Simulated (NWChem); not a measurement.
Species: C2H2BrI; SMILES C=C(Br)I

```xyz
6

C     -2.1000     0.5550     0.0000
C     -0.7734     0.4438     0.0000
Br     0.3542     1.9473     0.0000
I      0.1916    -1.4218     0.0000
H     -2.7370    -0.3319     0.0000
H     -2.5731     1.5403     0.0000
```
Atoms are numbered in this order, from 1.

The geometry was optimised at PBE0/def2-SVP. Not confirmed as a minimum by frequencies. B3LYP is NWChem's, with the RPA form of VWN correlation. def2 effective core potentials on I; no spin-orbit coupling.

Symmetry labels are those of Cs in the frame above (b1 and b2, or b-type labels, depend on it).

**Question.** List the 4 lowest vertical singlet excitations from B3LYP/def2-SVPD with def2 effective core potentials on I, TDA (NWChem).

**Answer.** 
```tsv
state	energy (eV)	oscillator strength	symmetry	leading excitation (squared amplitude)
S1	4.18	0.000	a"	HOMO → LUMO (0.99)
S2	4.64	0.012	a'	HOMO−1 → LUMO (0.98)
S3	5.11	0.000	a"	HOMO−2 → LUMO (0.98)
S4	5.34	0.000	a"	HOMO−1 → LUMO+1 (0.99)
```
